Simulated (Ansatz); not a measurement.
`N[Si@@H](F)O[Si@@H](N)F`. The species carries charge 0 and has multiplicity 1. Geometry: relaxed with PBE0-D4/def2-TZVP. It is one conformer, not always the lowest.

```xyz
13

N     1.767   -1.946   -0.293
Si    1.453   -0.518    0.553
F     2.524    0.640    0.295
O     0.024    0.043    0.030
Si   -1.030    1.273   -0.046
N    -2.500    0.637   -0.585
F    -1.096    1.914    1.417
H     1.517   -2.046   -1.263
H     2.527   -2.552   -0.035
H     1.482   -0.768    2.004
H    -0.589    2.361   -0.936
H    -2.815   -0.274   -0.292
H    -3.264    1.235   -0.849
```

What is the dipole moment at B3LYP/def2-TZVPP? (An estimate is asked.)

Computed: 3.02 D, with components (-1.27, -2.27, -1.52) D in this frame, pointing from negative to positive charge.

And with PBE, r2SCAN, ωB97M-V? (Estimate.)

Ansatz gave: PBE 3.02 D, r2SCAN 3.04 D, ωB97M-V 3.01 D.

Give the Mulliken charges with B3LYP, ωB97M-V, r2SCAN in def2-TZVPP. (An estimate is asked.)

The calculation gave: 
```tsv
atom	B3LYP	ωB97M-V	r2SCAN
N1	-0.40	-0.36	-0.44
Si2	0.72	0.67	0.74
F3	-0.33	-0.31	-0.32
O4	-0.37	-0.37	-0.39
Si5	0.72	0.67	0.74
N6	-0.40	-0.36	-0.44
F7	-0.33	-0.31	-0.32
H8	0.15	0.12	0.16
H9	0.14	0.11	0.16
H10	-0.10	-0.05	-0.10
H11	-0.10	-0.05	-0.10
H12	0.15	0.12	0.16
H13	0.14	0.11	0.16
```

B3LYP here is the variant with VWN-RPA as its local correlation; programs differ in this.
